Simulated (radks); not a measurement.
Problem. These are the eigenvalues of the occupied orbitals of an atom or ion with whole-number occupations (eV). All-electron calculation, scalar-relativistic Kohn-Sham, PBE, spin-polarised, spherical densities, finite nucleus; Fermi nuclear charge, rms radius of each element as measured or else 0.836 A^(1/3) + 0.57 fm. Program: a radial shooting solver on a logarithmic mesh with Libxc functionals.

| orbital | eigenvalue |
|---|---|
| 1s up | -3119.474 |
| 1s down | -3110.820 |
| 2s up | -551.1900 |
| 2s down | -534.2831 |
| 2p up | -501.6169 |

Which element is it, and in what charge state? The configuration may be excited. Open shells, if any, are filled with parallel spins first.

Solution. Z = 17, chlorine, charge +10: Cl10+ in [He] 2s2 2p3. The list shows which subshells hold electrons but not how many an open one holds; the 1s level, -114.64 hartree, gives Z - s = 15.1 by -(Z - s)^2/2, which with screening and relativity narrows Z to a few neighbours, and the depths of the outer levels then fix element, charge and occupations together.
